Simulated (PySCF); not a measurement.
# How methods differ on the excitation energy of F²⁺

F²⁺ [He] 2s2 2p3 (4S) → F²⁺ [He] 2s1 2p3 3s1 (6S), as a difference of total energies. All numbers are calculated (PySCF 2.14, the non-relativistic Hamiltonian (point nucleus), in dyall-acv3z). Correlated levels: valence: 1s2 frozen; valence and next inner shell: nothing frozen; virtual orbitals above 40 to 60 times the deepest correlated orbital energy dropped. The calculations carry no spin-orbit coupling.

```csv
method,excitation energy (eV)
UHF,46.093
LDA,48.387
PBE,48.274
PBE0,48.226
r2SCAN,47.836
TPSSh,48.763
r2SCANh,47.860
CAM-B3LYP,49.232
revPBE,48.369
MP2 (valence),47.979
SCS-MP2 (valence),48.483
MP2 (valence and next inner shell),48.020
SCS-MP2 (valence and next inner shell),48.512
```

Problem. How much does correlation contribute at MP2 (valence and next inner shell)?

Solution. 48.020 − (46.093) = 1.927 eV, measured against UHF.

The promoted electron is Rydberg-like, and one or two diffuse shells describe it only roughly, which tends to raise the upper state.
